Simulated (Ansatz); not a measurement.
Reaction (cleavage of the Si–Si bond): `O[SiH2][SiH](Cl)Cl` + `[OH][GeH3]` → `Cl[SiH](Cl)[O][GeH3]` + `O[SiH3]`

Gas-phase electronic energies from Ansatz, PBE0-D4/def2-TZVP geometries. CCSD(T)/CBS adds triple-zeta CCSD(T) − MP2 to the extrapolated MP2 energy (def2 sets, frozen cores). For Ge outer-core shells are correlated without core-valence functions, which leaves a few kJ/mol of doubt a bond. Scalar relativity is left out up to krypton. Each species was taken in one conformer, which may not be the lowest.

`O[SiH2][SiH](Cl)Cl`:

Z-matrix (Å, degrees):
```
Si
Si 1 2.346
O 1 1.648 2 109.7
H 1 1.489 2 106.6 3 122.4
H 1 1.482 2 111.3 3 -117.7
Cl 2 2.064 1 105.9 3 -46.5
Cl 2 2.053 1 110.1 3 -164.8
H 2 1.481 1 117.6 3 72.2
H 3 0.959 1 117.2 2 52.7
```

`[OH][GeH3]`:

Cartesian coordinates in Å:
```
O 0.814 0.918 0.615
Ge -0.153 -0.402 -0.093
H 0.546 1.783 0.299
H 0.427 -1.673 0.531
H 0.004 -0.404 -1.626
H -1.638 -0.220 0.274
```

`Cl[SiH](Cl)[O][GeH3]`:

Z-matrix (Å, degrees):
```
Si
Cl 1 2.045
O 1 1.603 2 110.8
Cl 1 2.048 2 107.4 3 120.8
H 1 1.469 2 108.9 3 -121.4
Ge 3 1.792 1 135.2 2 67.3
H 6 1.532 3 106.7 1 93.6
H 6 1.531 3 104.8 1 -147.2
H 6 1.534 3 108.2 1 -27.1
```

`O[SiH3]`:

```xyz
6

O     0.584   -0.661   -0.930
Si   -0.308    0.177    0.173
H     1.510   -0.809   -0.737
H    -0.334   -0.509    1.495
H    -1.678    0.251   -0.383
H     0.227    1.551    0.382
```

```
               species  CCSD(T)/CBS(def2) energy (Eh)
  `O[SiH2][SiH](Cl)Cl`                    -1575.43809
          `[OH][GeH3]`                    -2153.69723
`Cl[SiH](Cl)[O][GeH3]`                    -3362.49847
             `O[SiH3]`                     -366.69042
```

Task: Work out ΔE.

Result: ΔE = (-3362.49847) + (-366.69042) − (-1575.43809) − (-2153.69723) = -0.05357 Eh = -140.6 kJ/mol.

Largest T1 diagnostic among the species: 0.011.

From r2SCAN to r2SCAN0 (25 % exact exchange), in def2-TZVPP and without D4, ΔE moves by −4.6 kJ/mol. Leaving LDA and LC-ωPBE aside and taking each functional with its dispersion term where it has one, the values, not all of them listed here, spread over 38.8 kJ/mol, from BHLYP-D4 to PBE-D4. LDA lies −7.4 kJ/mol from PBE without D4. At CCSD(T), def2-SVP lies −3.3 kJ/mol from the extrapolated value and def2-TZVPP −2.9 kJ/mol.
